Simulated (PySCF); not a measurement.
PySCF 2.14 output of a UHF calculation on a single atom or ion in aug-cc-pCVTZ-DK with one added diffuse shell each of s, p, d, f type (9s8p6d4f, 91 functions), with scalar relativity by spin-free X2C-1e:

```
SCF conv_tol = 1e-09
number electrons alpha = 10  beta = 7
cycle= 1 E= -526.870569744206  delta_E= -0.00445  |g|= 0.0199  |ddm|= 0.052
cycle= 2 E= -526.870833837853  delta_E= -0.000264  |g|= 0.00546  |ddm|= 0.0199
cycle= 3 E= -526.870942144528  delta_E= -0.000108  |g|= 0.00353  |ddm|= 0.0199
cycle= 4 E= -526.87104840935  delta_E= -0.000106  |g|= 0.00334  |ddm|= 0.0221
cycle= 5 E= -526.871282259009  delta_E= -0.000234  |g|= 0.00299  |ddm|= 0.0538
cycle= 6 E= -526.871630069299  delta_E= -0.000348  |g|= 0.0025  |ddm|= 0.102
cycle= 7 E= -526.871764512786  delta_E= -0.000134  |g|= 0.00197  |ddm|= 0.0526
cycle= 8 E= -526.87200990392  delta_E= -0.000245  |g|= 0.00511  |ddm|=  0.2
cycle= 9 E= -526.872014848097  delta_E= -4.94e-06  |g|= 0.00433  |ddm|= 0.00325
cycle= 10 E= -526.872053475302  delta_E= -3.86e-05  |g|= 0.00227  |ddm|= 0.0638
cycle= 11 E= -526.872062787153  delta_E= -9.31e-06  |g|= 0.000768  |ddm|= 0.0308
cycle= 12 E= -526.872064161088  delta_E= -1.37e-06  |g|= 9.75e-05  |ddm|= 0.016
cycle= 13 E= -526.872064185388  delta_E= -2.43e-08  |g|= 1.2e-05  |ddm|= 0.00243
cycle= 14 E= -526.872064185538  delta_E= -1.51e-10  |g|= 4.96e-07  |ddm|= 0.000101
converged SCF energy = -526.872064185538  <S^2> = 3.759678  2S+1 = 4.0048361
```

The run itself started from symmetry-adapted Hartree-Fock orbitals and held the occupation by maximum overlap, so the iterations belong to that start.

**Question.** Which element, charge and spin multiplicity is this?

**Answer.** Ar⁺ (argon, charge +1), multiplicity 4; the state was [Ne] 3s1 3p5 3d1, one real determinant (an excited configuration).

⟨L²⟩ = 7.05 against 12 for a pure F term, so this real determinant mixes terms. The outer electron is Rydberg-like, and this basis confines it to a smaller radius and binds it less than a complete one would.
